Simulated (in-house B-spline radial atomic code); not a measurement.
**RPA and G0W0 on BHandHLYP: Zr V (Zr4+)**

Configuration [Ar] 3d10 4s2 4p6, mean-field start BHandHLYP. Computed with a B-spline radial code for spherical atoms: all electrons, non-relativistic, point nucleus, each spin shell either full or empty, empty states to l = 9 with an (l + 1/2)⁻⁴ tail; G0W0 by contour deformation at full frequency.

Without relativity these are model numbers: it shifts the levels of so heavy an element strongly and can reorder them.

Command:
```bash
python run_gw.py task.json out
```
Settings (radii: box in bohr, nucleus in fm):
```
Z                        40
electrons                36
configuration            [Ar] 3d10 4s2 4p6
hamiltonian              nr
method                   bhandhlyp
lmax                     9
spin_polarised           False
box_radius               11.96
intervals                51
```

Time taken, with all properties: 1.3 s on 1 thread of AMD EPYC 7R13 Processor, with other jobs on the host.

Energies (hartree):

```tsv
term	value
mean-field total	-3538.11349
Hartree-Fock functional on these orbitals	-3536.28957
direct second order	-2.8856
second-order exchange	0.82786
SOSEX correction	0.77597
```

Question: What is the RPA correlation energy, and what remains with SOSEX?

Answer: RPA gives -2.5805 hartree (-1.95 eV per electron); RPA + SOSEX gives -1.8045, and the second-order doubles -2.0577 hartree (no singles). SOSEX takes back 30 % of the RPA value.

Quasi-particle levels (eV):

```
level  occupied  mean field  Σx - vxc     Σc  QP weight     G0W0
   4p       yes      -76.87     -3.34      ?          ?        ?
   3d       yes     -234.62    -12.55   6.20      0.920  -240.98
   4d        no      -37.61      4.33  -1.86      0.973   -35.14
```

G0W0 = mean field + (Σx - vxc) + Σc, with Σc (partial-wave tail included) taken at the quasi-particle energy. Only the outer levels were computed. Levels of low weight are left out.

Question: Where does G0W0 put 4p?

Answer: At -80.91 eV, with Σc = -0.70 eV and a quasi-particle weight of 0.960. The tabulated removal energy is 80.348 ± 0.007 eV (NIST, semi-empirical); the calculation leaves out relativity, Breit and QED terms, and what these don't explain is the method's own error.
